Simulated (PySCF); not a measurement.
## Bromine: a sound run and one with changed settings

Sound run: Br²⁺ [Ar] 3d10 4s2 4p3, Br³⁺ [Ar] 3d10 4s2 4p2. Computed with PySCF 2.14 in def2-SVP, with no relativity, point nucleus. In the sound run the correlated levels freeze [Ar] 3d10. The sound run starts from symmetry-adapted Hartree-Fock orbitals and uses a fine grid where one is needed.

Changed run: the spin-free X2C one-electron Hamiltonian (Gaussian nucleus). This setting is unsound on purpose.

| species | method | sound run (hartree) | changed run (hartree) | converged |
| --- | --- | --- | --- | --- |
| Br²⁺ | UHF | -2570.93895 | -2595.61519 | yes |
| Br²⁺ | MN15 | -2572.88972 | -2597.55364 | yes |
| Br²⁺ | PBE0 | -2572.27638 | -2596.95023 | yes |
| Br²⁺ | MP2 | -2571.00095 | -2595.67667 | yes |
| Br²⁺ | CCSD(T) | -2571.01746 | -2595.69276 | yes |
| Br³⁺ | UHF | -2569.66906 | -2594.33941 | yes |
| Br³⁺ | MN15 | -2571.59452 | -2596.25264 | yes |
| Br³⁺ | PBE0 | -2570.98345 | -2595.65120 | yes |
| Br³⁺ | MP2 | -2569.71744 | -2594.38740 | yes |
| Br³⁺ | CCSD(T) | -2569.73612 | -2594.40549 | yes |

Ionisation energy of Br²⁺:

```tsv
method	sound run (eV)	changed run (eV)
UHF	34.555	34.716
MN15	35.244	35.402
PBE0	35.183	35.348
MP2	34.926	35.083
SCS-MP2	34.791	34.949
CCSD	34.863	35.025
CCSD(T)	34.867	35.028
```

Most of the change in total energy is the relativistic energy itself. On top of that the contraction fixes the core shape for the Hamiltonian it was made with, so the changed run is not a good calculation with the other Hamiltonian either.

For comparison, NIST gives 34.871 ± 0.019 eV between the lowest levels.
